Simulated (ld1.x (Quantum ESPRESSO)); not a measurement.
**Sb, TM semilocal: configuration errors across variants**

Sb, norm-conserving Troullier–Martins (semilocal form), made with ld1.x (Quantum ESPRESSO) 7.5 (PBEsol, scalar-relativistic). Core [Kr] 4d10, reference 5s1 5p4. Waves: 5s (bound): rc 2.05 bohr; 5p (bound): rc 2.00 bohr. Local part: the p channel. Core correction: none.

All-electron excitation energies from the reference (eV): (1) 5s2 5p3 -8.142; (2) 5s2 5p2 0.202; (3) 5s2 5p1 16.214; (4) 5s1 5p0 84.991; (5) 5s2 5p2.5 -4.869; (6) 5s1 5p3 8.966; (7) 5s2 5p0 40.659.

A semilocal file is local in each channel, so a ghost entry of none says nothing of the separable form that plane-wave codes build from it.

Errors AE − PS in meV (a dash: test not solved or not reliable):

| change | (1) | (2) | (3) | (4) | (5) | (6) | (7) | bound ghosts |
| --- | --- | --- | --- | --- | --- | --- | --- | --- |
| base | +6.9 | -4.5 | -37 | +6.9 | +3.2 | -5.0 | -85 | none |
| all radii scaled by about 0.74 (s 1.52, p 1.48 bohr) | +40 | +33 | +35 | -3.2 | +36 | +7.2 | +34 | none |
| all radii scaled by about 0.86 (s 1.76, p 1.72 bohr) | +16 | +6.2 | -22 | -15 | +13 | -3.4 | -65 | none |
| all radii scaled by about 0.91 (s 1.86, p 1.82 bohr) | +13 | +2.1 | -29 | -10.0 | +9.4 | -4.3 | -79 | none |
| all radii scaled by about 1.07 (s 2.18, p 2.14 bohr) | +6.7 | -3.4 | -32 | +26 | +3.4 | -5.0 | -69 | none |
| all radii scaled by about 1.15 (s 2.36, p 2.30 bohr) | +7.0 | +0.3 | -18 | +61 | +4.8 | -4.5 | -31 | none |
| all radii scaled by about 1.22 (s 2.50, p 2.44 bohr) | +5.6 | +0.2 | -13 | +75 | +3.8 | -4.0 | -15 | none |
| all radii scaled by about 1.30 (s 2.66, p 2.60 bohr) | +2.6 | -2.0 | -9.8 | +84 | +0.8 | -3.4 | -2.0 | none |

Task: Give the same row for: all radii scaled by about 1.37 (s 2.80, p 2.74 bohr).

Result: -1.4, -6.1, -11, +71, -3.7, -2.5, +0.8; bound ghosts: none.
